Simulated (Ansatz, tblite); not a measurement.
Removing and adding an electron: In5. Charge 0, multiplicity 2. Geometry: PBE0-D4/def2-SVP. Ansatz, gas phase; energy differences of separate SCF runs; the oxidised species is a triplet (the singlet lies 0.17 eV higher at PBE0-D4/def2-TZVP); the reduced species is a singlet (the triplet lies 0.38 eV higher at PBE0-D4/def2-TZVPD).

```xyz
5

In    1.096   -1.508    1.203
In    1.616    0.402   -1.889
In   -0.498    0.746    2.230
In   -1.544    1.540   -0.413
In   -0.670   -1.180   -1.131
```

In the def2 sets In takes a core potential; there is no spin–orbit coupling. The xTB rows come from tblite. The structure comes from a short search, and lower isomers may exist.

Problem. Estimate orbital energies and vertical ionisation energies and electron affinities at: GFN1-xTB; PBE-D4/def2-TZVP; PBE-D4/def2-TZVPD; r2SCAN-D4/def2-TZVP; r2SCAN-D4/def2-TZVPD; PBE0-D4/def2-TZVP; PBE0-D4/def2-TZVPD.

Solution. 
```json
{"level": "GFN1-xTB", "−HOMO (eV)": "–", "vertical IE (eV)": "8.84", "−LUMO (eV)": "–", "vertical EA (eV)": "–", "HOMO–LUMO gap (eV)": "–", "remarks": "–"}
{"level": "PBE-D4/def2-TZVP", "−HOMO (eV)": "4.05", "vertical IE (eV)": "5.90", "−LUMO (eV)": "3.65", "vertical EA (eV)": "–", "HOMO–LUMO gap (eV)": "0.40", "remarks": "–"}
{"level": "PBE-D4/def2-TZVPD", "−HOMO (eV)": "4.06", "vertical IE (eV)": "–", "−LUMO (eV)": "3.66", "vertical EA (eV)": "1.90", "HOMO–LUMO gap (eV)": "0.40", "remarks": "restricted singlet, untested (-1 singlet)"}
{"level": "r2SCAN-D4/def2-TZVP", "−HOMO (eV)": "4.23", "vertical IE (eV)": "5.94", "−LUMO (eV)": "3.54", "vertical EA (eV)": "–", "HOMO–LUMO gap (eV)": "0.69", "remarks": "–"}
{"level": "r2SCAN-D4/def2-TZVPD", "−HOMO (eV)": "4.24", "vertical IE (eV)": "–", "−LUMO (eV)": "3.55", "vertical EA (eV)": "1.91", "HOMO–LUMO gap (eV)": "0.69", "remarks": "restricted singlet, untested (-1 singlet)"}
{"level": "PBE0-D4/def2-TZVP", "−HOMO (eV)": "4.56", "vertical IE (eV)": "5.84", "−LUMO (eV)": "3.04", "vertical EA (eV)": "–", "HOMO–LUMO gap (eV)": "1.52", "remarks": "–"}
{"level": "PBE0-D4/def2-TZVPD", "−HOMO (eV)": "4.57", "vertical IE (eV)": "–", "−LUMO (eV)": "3.05", "vertical EA (eV)": "1.86", "HOMO–LUMO gap (eV)": "1.52", "remarks": "restricted singlet, untested (-1 singlet)"}
```

   HOMO and LUMO are the levels of the spin that leaves or enters (xTB has no such levels and no spin-polarisation term). Other spin states of the ions may lie lower, which would lower the ionisation energy or raise the affinity. Raw xTB energy differences between charge states are shifted by several eV; the methods need an empirical correction for them.
